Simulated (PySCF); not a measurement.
Computed shifts of a molecule C4H10Zn, PBE/pcSseg-1 (PySCF), GIAO, gas phase, atoms alike by connectivity averaged where their shifts nearly agree, in ppm (number of nuclei): ¹³C: 16.4 (2), 11.3 (2). ¹H: 1.74 (6), 0.97 (4). References: ¹³C against TMS (σ = 182.0 ppm); ¹H against TMS (σ = 31.49 ppm), references at their B3LYP-D3(BJ)/def2-TZVP geometries, non-relativistic. Coordinates come from a PBE-D3(BJ)/def2-SVP optimisation. Other conformers were not sampled.

Task: Pick the molecule that these values belong to.
A) C[C](C)(C)[ZnH]
B) [CH3][Zn][CH](C)C
C) C[CH2][Zn][CH2]C

Result: C, C[CH2][Zn][CH2]C
